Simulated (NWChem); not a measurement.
System: Si2H4SCl2; SMILES [SiH](Cl)(S[SiH3])Cl

Input file for NWChem:

```
start job
memory heap 200 mb stack 900 mb global 1100 mb
geometry units angstroms
  Si    -2.364560    -0.506793    -0.467411
  S     -0.574103    -0.104140    -1.616722
  Si     0.972055     0.205385    -0.168910
  Cl     0.568899     1.784822     1.015012
  Cl     1.222408    -1.415019     1.002113
  H     -2.118654    -1.699464     0.332155
  H     -2.627614     0.658024     0.367109
  H     -3.347101    -0.703418    -1.517167
  H      2.151128     0.448974    -0.969440
end
basis spherical
  * library 6-31g*
end
dft
  xc b3lyp
  iterations 150
end
driver
  maxiter 120
end
task dft optimize
task dft freq
```

Parts of the log:

```
             Northwest Computational Chemistry Package (NWChem) 7.3.0
             --------------------------------------------------------

 C1  symmetry detected

                             Geometry "geometry" -> ""
                             -------------------------

 Output coordinates in angstroms (scale by  1.889725989 to convert to a.u.)

  No.       Tag          Charge          X              Y              Z
 ---- ---------------- ---------- -------------- -------------- --------------
    1 Si                  14.0000    -0.00355503    -2.24551851    -0.86605939
    2 S                   16.0000     0.03294092    -1.28529606     1.07441023
    3 Si                  14.0000     0.00213522     0.81631073     0.66836862
    4 Cl                  17.0000     1.61857002     1.38715516    -0.38998032
    5 Cl                  17.0000    -1.64695611     1.34546263    -0.36128019
    6 H                    1.0000    -1.22941444    -1.83743796    -1.53909628
    7 H                    1.0000     1.18187520    -1.81625103    -1.59606232
    8 H                    1.0000     0.01741584    -3.64901935    -0.49757399
    9 H                    1.0000     0.00550959     1.42185169     1.98126838

 Effective nuclear repulsion energy (a.u.)     518.3687400337

                                Z-matrix (autoz)
                                --------

 Units are Angstrom for bonds and degrees for angles

[...]

      ----------------------
      Optimization converged
      ----------------------

  Step       Energy      Delta E   Gmax     Grms     Xrms     Xmax
  ---- ---------------- -------- -------- -------- -------- --------
@    6   -1900.10913691 -1.0D-07  0.00004  0.00001  0.00039  0.00087
                                     ok       ok       ok       ok

                                Z-matrix (autoz)
                                --------

 Units are Angstrom for bonds and degrees for angles

      Type          Name      I     J     K     L     M      Value     Gradient
      ----------- --------  ----- ----- ----- ----- ----- ---------- ----------
    1 Stretch                  1     2                       2.17926   -0.00004
    2 Stretch                  1     6                       1.48169   -0.00001
    3 Stretch                  1     7                       1.48173   -0.00001
    4 Stretch                  1     8                       1.48066   -0.00001
    5 Stretch                  2     3                       2.12854    0.00001
    6 Stretch                  3     4                       2.07163    0.00003
    7 Stretch                  3     5                       2.07168    0.00003
    8 Stretch                  3     9                       1.47252   -0.00001
    9 Bend                     1     2     3               104.98003    0.00001
   10 Bend                     2     1     6               110.68489    0.00001
   11 Bend                     2     1     7               110.67753    0.00001
   12 Bend                     2     1     8               103.68095    0.00001
   13 Bend                     2     3     4               112.71358    0.00001
   14 Bend                     2     3     5               112.71156    0.00001
   15 Bend                     2     3     9               106.82385    0.00001
   16 Bend                     4     3     5               107.38857   -0.00001
   17 Bend                     4     3     9               108.52900   -0.00001
   18 Bend                     5     3     9               108.54512   -0.00001
   19 Bend                     6     1     7               110.12432   -0.00001
   20 Bend                     6     1     8               110.75914   -0.00000
   21 Bend                     7     1     8               110.76703   -0.00001
   22 Torsion                  1     2     3     4         -61.24385   -0.00001
   23 Torsion                  1     2     3     5          60.51914    0.00000
   24 Torsion                  1     2     3     9         179.64697   -0.00000
   25 Torsion                  3     2     1     6         -61.47675    0.00000
   26 Torsion                  3     2     1     7          60.90709    0.00000
   27 Torsion                  3     2     1     8         179.71802    0.00000

                         Geometry "geometry" -> "geometry"
                         ---------------------------------

 Output coordinates in angstroms (scale by  1.889725989 to convert to a.u.)

  No.       Tag          Charge          X              Y              Z
 ---- ---------------- ---------- -------------- -------------- --------------
    1 Si                  14.0000    -0.00264066    -2.24487305    -0.84781434
    2 S                   16.0000     0.02510196    -1.28644122     1.10918032
    3 Si                  14.0000     0.00158493     0.80213480     0.69931940
    4 Cl                  17.0000     1.65289569     1.42280895    -0.38677707
    5 Cl                  17.0000    -1.68570650     1.39286320    -0.34754835
    6 H                    1.0000    -1.23681886    -1.89002346    -1.58692086
    7 H                    1.0000     1.19183594    -1.86027438    -1.63573688
    8 H                    1.0000     0.02133449    -3.69082332    -0.52997870
    9 H                    1.0000     0.01093420     1.49188579     2.00027124

 Effective nuclear repulsion energy (a.u.)     510.5260939733

                Final and change from initial internal coordinates
                --------------------------------------------------

                                Z-matrix (autoz)
                                --------

 Units are Angstrom for bonds and degrees for angles

[...]

 Rotational Constants
 --------------------
 A=   0.058146 cm-1  (  0.083658 K)
 B=   0.036262 cm-1  (  0.052172 K)
 C=   0.029535 cm-1  (  0.042494 K)

 Temperature                      =   298.15K
 frequency scaling parameter      =   1.0000

 Zero-Point correction to Energy  =   25.309 kcal/mol  (  0.040333 au)
 Thermal correction to Energy     =   30.009 kcal/mol  (  0.047822 au)
 Thermal correction to Enthalpy   =   30.601 kcal/mol  (  0.048766 au)

 Total Entropy                    =   89.031 cal/mol-K
   - Translational                =   41.136 cal/mol-K (mol. weight = 161.8949)
   - Rotational                   =   29.626 cal/mol-K (symmetry #  =        1)
   - Vibrational                  =   18.270 cal/mol-K

 Cv (constant volume heat capacity) =   24.819 cal/mol-K
   - Translational                  =    2.979 cal/mol-K
   - Rotational                     =    2.979 cal/mol-K
   - Vibrational                    =   18.860 cal/mol-K

[normal modes left out]

 ----------------------------------------------------------------------------
 Normal Eigenvalue ||           Projected Infra Red Intensities
  Mode   [cm**-1]  || [atomic units] [(debye/angs)**2] [(KM/mol)] [arbitrary]
 ------ ---------- || -------------- ----------------- ---------- -----------
    1      -19.461 ||    0.000775           0.018         0.756       0.133
    2       -0.000 ||    0.000035           0.001         0.034       0.006
    3       -0.000 ||    0.000057           0.001         0.055       0.010
    4        0.000 ||    0.000042           0.001         0.041       0.007
    5        0.000 ||    0.000035           0.001         0.034       0.006
    6        0.000 ||    0.000005           0.000         0.005       0.001
    7        0.000 ||    0.000085           0.002         0.082       0.015
    8       69.244 ||    0.000455           0.011         0.444       0.078
    9       92.513 ||    0.001865           0.043         1.818       0.321
   10      169.616 ||    0.002757           0.064         2.688       0.474
   11      180.177 ||    0.003813           0.088         3.717       0.656
   12      269.097 ||    0.006730           0.155         6.560       1.157
   13      431.631 ||    0.000891           0.021         0.868       0.153
   14      498.039 ||    0.078651           1.815        76.673      13.522
   15      559.888 ||    0.152594           3.520       148.757      26.234
   16      561.915 ||    0.130220           3.004       126.945      22.387
   17      622.652 ||    0.026751           0.617        26.079       4.599
   18      638.637 ||    0.021436           0.495        20.896       3.685
   19      798.240 ||    0.127939           2.952       124.722      21.995
   20      804.371 ||    0.239458           5.524       233.435      41.167
   21      930.490 ||    0.267799           6.178       261.064      46.040
   22      938.307 ||    0.056355           1.300        54.937       9.688
   23      959.478 ||    0.076514           1.765        74.589      13.154
   24     2272.471 ||    0.071788           1.656        69.983      12.342
   25     2290.022 ||    0.107557           2.481       104.852      18.491
   26     2297.232 ||    0.106768           2.463       104.083      18.355
   27     2328.487 ||    0.089135           2.056        86.893      15.324
 ----------------------------------------------------------------------------

 ===============================================================================
      Negative Nuclear Hessian Mode    1  Eigenvalue =    -19.46 cm**(-1)
 -------------------------------------------------------------------------------
   Raw step length:  0.343 angstroms ;  The Raw step for this mode is:
    1 Si                  14.0000    -0.04876991    -0.00002212     0.00077318
    2 S                   16.0000     0.02642479     0.00017093    -0.00037105
    3 Si                  14.0000     0.00367021    -0.00003131    -0.00005492
    4 Cl                  17.0000     0.00894526     0.02331799     0.02192419
    5 Cl                  17.0000     0.00882995    -0.02342985    -0.02224192
    6 H                    1.0000    -0.14767265    -0.12282787     0.10708413
    7 H                    1.0000    -0.15482946     0.12100572    -0.10104307
    8 H                    1.0000     0.12006503     0.00186926    -0.00334410
    9 H                    1.0000    -0.02065659    -0.00010559     0.00016026

  Geometry after  100.0% step for mode  1; Step length =  0.343 angstroms
   Maximum component (any atom: x,y, or z) displacement:  0.293
    1 Si                  14.0000    -0.05141057    -2.24489516    -0.84704117
    2 S                   16.0000     0.05152675    -1.28627028     1.10880927
    3 Si                  14.0000     0.00525513     0.80210349     0.69926448
    4 Cl                  17.0000     1.66184096     1.44612694    -0.36485289
    5 Cl                  17.0000    -1.67687654     1.36943335    -0.36979028
    6 H                    1.0000    -1.38449150    -2.01285133    -1.47983674
    7 H                    1.0000     1.03700648    -1.73926866    -1.73677995
    8 H                    1.0000     0.14139952    -3.68895406    -0.53332281
    9 H                    1.0000    -0.00972240     1.49178019     2.00043150

  Geometry after -100.0% step for mode  1; Step length =  0.343 angstroms
   Maximum component (any atom: x,y, or z) displacement:  0.293
    1 Si                  14.0000     0.04612925    -2.24485093    -0.84858752
    2 S                   16.0000    -0.00132283    -1.28661215     1.10955137
    3 Si                  14.0000    -0.00208528     0.80216610     0.69937432
    4 Cl                  17.0000     1.64395043     1.39949096    -0.40870126
    5 Cl                  17.0000    -1.69453645     1.41629304    -0.32530643
    6 H                    1.0000    -1.08914621    -1.76719559    -1.69400499
    7 H                    1.0000     1.34666541    -1.98128010    -1.53469382
    8 H                    1.0000    -0.09873053    -3.69269258    -0.52663460
    9 H                    1.0000     0.03159079     1.49199138     2.00011098

  Geometry after   50.0% step for mode  1; Step length =  0.171 angstroms
   Maximum component (any atom: x,y, or z) displacement:  0.146
    1 Si                  14.0000    -0.02702561    -2.24488411    -0.84742776
    2 S                   16.0000     0.03831435    -1.28635575     1.10899479
    3 Si                  14.0000     0.00342003     0.80211914     0.69929194
    4 Cl                  17.0000     1.65736832     1.43446794    -0.37581498
    5 Cl                  17.0000    -1.68129152     1.38114827    -0.35866932
    6 H                    1.0000    -1.31065518    -1.95143739    -1.53337880
    7 H                    1.0000     1.11442121    -1.79977152    -1.68625842
    8 H                    1.0000     0.08136701    -3.68988869    -0.53165075
    9 H                    1.0000     0.00060590     1.49183299     2.00035137

  Geometry after  -50.0% step for mode  1; Step length =  0.171 angstroms
   Maximum component (any atom: x,y, or z) displacement:  0.146
    1 Si                  14.0000     0.02174430    -2.24486199    -0.84820093
    2 S                   16.0000     0.01188956    -1.28652668     1.10936585
    3 Si                  14.0000    -0.00025018     0.80215045     0.69934686
    4 Cl                  17.0000     1.64842306     1.41114995    -0.39773917
    5 Cl                  17.0000    -1.69012147     1.40457812    -0.33642739
    6 H                    1.0000    -1.16298253    -1.82860952    -1.64046293
    7 H                    1.0000     1.26925068    -1.92077724    -1.58521535
    8 H                    1.0000    -0.03869802    -3.69175795    -0.52830665
    9 H                    1.0000     0.02126250     1.49193858     2.00019111

  Geometry after   68.4% step for mode  1; Step length =  0.234 angstroms
   Maximum component (any atom: x,y, or z) displacement:  0.200
    1 Si                  14.0000    -0.03597789    -2.24488817    -0.84728583
    2 S                   16.0000     0.04316493    -1.28632437     1.10892668
    3 Si                  14.0000     0.00409374     0.80211339     0.69928186
    4 Cl                  17.0000     1.65901033     1.43874822    -0.37179054
    5 Cl                  17.0000    -1.67967068     1.37684746    -0.36275208
    6 H                    1.0000    -1.33776218    -1.97398385    -1.51372229
    7 H                    1.0000     1.08600049    -1.77755954    -1.70480603
    8 H                    1.0000     0.10340631    -3.68954557    -0.53226460
    9 H                    1.0000    -0.00318585     1.49181361     2.00038078

  Geometry after  -68.4% step for mode  1; Step length =  0.234 angstroms
   Maximum component (any atom: x,y, or z) displacement:  0.200
    1 Si                  14.0000     0.03069657    -2.24485793    -0.84834286
    2 S                   16.0000     0.00703899    -1.28655806     1.10943396
    3 Si                  14.0000    -0.00092388     0.80215620     0.69935695
    4 Cl                  17.0000     1.64678106     1.40686967    -0.40176360
    5 Cl                  17.0000    -1.69174231     1.40887894    -0.33234463
    6 H                    1.0000    -1.13587553    -1.80606306    -1.66011944
    7 H                    1.0000     1.29767139    -1.94298922    -1.56666774
    8 H                    1.0000    -0.06073733    -3.69210108    -0.52769280
    9 H                    1.0000     0.02505425     1.49195797     2.00016169

  Geometry after   34.2% step for mode  1; Step length =  0.117 angstroms
   Maximum component (any atom: x,y, or z) displacement:  0.100
    1 Si                  14.0000    -0.01930927    -2.24488061    -0.84755009
    2 S                   16.0000     0.03413344    -1.28638279     1.10905350
    3 Si                  14.0000     0.00283933     0.80212409     0.69930063
    4 Cl                  17.0000     1.65595301     1.43077859    -0.37928381
    5 Cl                  17.0000    -1.68268859     1.38485533    -0.35515021
    6 H                    1.0000    -1.28729052    -1.93200365    -1.55032158
    7 H                    1.0000     1.13891822    -1.81891696    -1.67027146
    8 H                    1.0000     0.06237040    -3.69018444    -0.53112165
    9 H                    1.0000     0.00387417     1.49184970     2.00032601

  Geometry after  -34.2% step for mode  1; Step length =  0.117 angstroms
   Maximum component (any atom: x,y, or z) displacement:  0.100
    1 Si                  14.0000     0.01402796    -2.24486549    -0.84807860
    2 S                   16.0000     0.01607047    -1.28649964     1.10930714
    3 Si                  14.0000     0.00033052     0.80214550     0.69933817
    4 Cl                  17.0000     1.64983838     1.41483931    -0.39427034
    5 Cl                  17.0000    -1.68872440     1.40087107    -0.33994649
    6 H                    1.0000    -1.18634719    -1.84804326    -1.62352015
    7 H                    1.0000     1.24475367    -1.90163180    -1.60120231
    8 H                    1.0000    -0.01970142    -3.69146220    -0.52883575
    9 H                    1.0000     0.01799422     1.49192188     2.00021646
```

Level: B3LYP/6-31G* (spherical d). B3LYP is NWChem's, with the RPA form of VWN correlation.
